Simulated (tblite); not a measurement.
Compound: C6H9OP.
Structure used (GFN2-xTB), in Å, numbered top down from 1:
```xyz
17
C6H9OP angstrom
C     -2.4528    0.9482   -0.7015
C     -2.0262   -0.3745   -0.0603
C     -0.5658   -0.6233   -0.2506
O      0.2676    0.0146    0.5911
C      1.5558   -0.2465    0.3169
C      2.5743    0.3967    1.1942
C      1.7452   -1.0814   -0.7366
P      0.2063   -1.5853   -1.4431
H     -3.5146    1.1182   -0.5425
H     -2.2579    0.9259   -1.7714
H     -1.8987    1.7759   -0.2652
H     -2.5821   -1.1970   -0.5133
H     -2.2478   -0.3456    1.0094
H      2.4949    1.4814    1.1344
H      2.4148    0.1049    2.2314
H      3.5704    0.0946    0.8869
H      2.7096   -1.3947   -1.0897
```

Level: GFN2-xTB in tblite, geometry and Hessian alike; calculated harmonic values, unscaled, isolated species. The method is semi-empirical: single wavenumbers can be off by several per cent or more. One conformer, not necessarily the lowest.

Harmonic wavenumbers (cm⁻¹): 30.2, 47.4, 122.9, 184.3, 213.4, 258.8, 310.2, 348.2, 493.1, 539.3, 570.4, 599.5, 749.2, 788.2, 817.3, 866.0, 962.4, 994.1, 1013.2, 1028.6, 1048.0, 1075.1, 1120.1, 1208.3, 1258.2, 1276.0, 1294.2, 1329.0, 1395.6, 1404.2, 1459.4, 1460.9, 1466.8, 1495.1, 1500.4, 1555.6, 2966.2, 2989.7, 3006.2, 3019.5, 3036.9, 3038.3, 3041.7, 3067.0, 3141.5.

A = 2771, B = 1351, C = 980.8 MHz; mass 128.039 u (most abundant isotopes); point group C1, symmetry number 1.

Question: Zero-point energy?

Answer: ½Σν̃ = 29795 cm⁻¹ = 85.19 kcal/mol.

Question: Entropy at 350 K, 1 bar (ideal gas, RRHO, classical rotation)?

Answer: Translation 41.28, rotation 29.34, vibration 30.63: S = 101.2 cal/(mol K).

Question: And Cp and H(350 K) − H(0)?

Answer: Cp = 38.15 cal/(mol K), of which vibrations give 30.20 (their classical limit is 45 R = 89.4); H(350 K) − H(0) = 8.11 kcal/mol without the zero-point energy, 5.33 from vibrations.

Question: Blend soft modes into free rotors: weight 1/[1 + (100 cm⁻¹/ν̃)⁴] for the oscillator and the rest for a rotor with moment μB/(μ + B), μ = h/(8π²ν), B = 10⁻⁴⁴ kg m². What vibrational entropy results?

Answer: 27.12 cal/(mol K) in place of 30.63, which changes −T·S at 350 K by +1.23 kcal/mol.

Question: Which modes carry the vibrational entropy at 350 K?

Answer: 30.2 cm⁻¹: 6.13; 47.4 cm⁻¹: 5.24; 122.9 cm⁻¹: 3.37; 184.3 cm⁻¹: 2.59; 213.4 cm⁻¹: 2.31; 258.8 cm⁻¹: 1.96 cal/(mol K); the other 39 give 9.04 together.

Question: What must be added to the electronic energy to get the Gibbs energy at 350 K and 1 bar?

Answer: ZPE + [H(350 K) − H(0)] − T·S = 85.19 + 8.11 − 35.44 = 57.86 kcal/mol.

Question: How do the functions run with temperature in this model?

Answer: 
```csv
T (K),S (cal/(mol K)),Cp (cal/(mol K)),H − H(0) (kcal/mol),G − H(0) (kcal/mol),ln q(vib)
150,77.3,21.1,2.23,-9.37,3.28
250,90.0,29.3,4.74,-17.75,5.54
298.15,95.5,33.5,6.26,-22.22,6.61
400,106.6,42.4,10.13,-32.52,8.84
600,126.6,56.5,20.10,-55.88,13.18
900,152.3,69.9,39.23,-97.85,19.40
```

q(vib) and H(0) count from the zero-point level.

Hindered rotation and anharmonicity are outside this model. Other conformers, if any are populated, would add a mixing term that is left out. The structure is chiral; the term R ln 2 for an equal mix with its mirror image is left out.
